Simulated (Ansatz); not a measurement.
Calculated with Ansatz (gas phase, PBE0-D4/def2-TZVP geometries, no zero-point term in ΔE). CBS: MP2 limit from def2 TZ/QZ plus the TZ coupled-cluster correction, frozen cores. This one scheme is used for every species. DFT in def2-TZVPP. B3LYP here is the variant with VWN-RPA as its local correlation; programs differ in this. Each species was taken in one conformer, which may not be the lowest.

`Cl[SiH2]OC1CO1` + H₂ → `[SiH3]OC1CO1` + HCl  (hydrogenolysis of the Si–Cl bond)

Question: Is it downhill or uphill in electronic energy at CCSD(T)/CBS, and by how much? (An estimate is asked.)

Answer: Ansatz gave: Uphill: ΔE = +87.1 kJ/mol.

Question: What do these levels give: PBE-D4, PBE0-D4, B3LYP-D4, ωB97M-V, PBE, r2SCAN, B3LYP, CCSD/def2-TZVPP, CCSD(T)/def2-TZVPP, HF/def2-QZVPP, MP2/def2-QZVPP, CCSD/CBS(def2)? (Estimate.)

Answer: The calculation gave: PBE-D4 87.5, PBE0-D4 86.5, B3LYP-D4 87.2, ωB97M-V 87.8, PBE 83.6, r2SCAN 91.0, B3LYP 81.0, CCSD/def2-TZVPP 78.6, CCSD(T)/def2-TZVPP 81.4, HF/def2-QZVPP 76.8, MP2/def2-QZVPP 94.5, CCSD/CBS(def2) 84.2 kJ/mol.

Largest T1 diagnostic among the species: 0.012.

The D4 term adds +6.3 kJ/mol with B3LYP and +3.6 kJ/mol with PBE0; it sums over pairs of atoms, weighted by their polarisabilities, and B3LYP, whose exchange is more repulsive, gets the larger term. In def2-TZVPP, CCSD(T) changes the Hartree–Fock value by +5.1 kJ/mol (the triples alone add +2.9 kJ/mol) and MP2 by +14.7 kJ/mol.
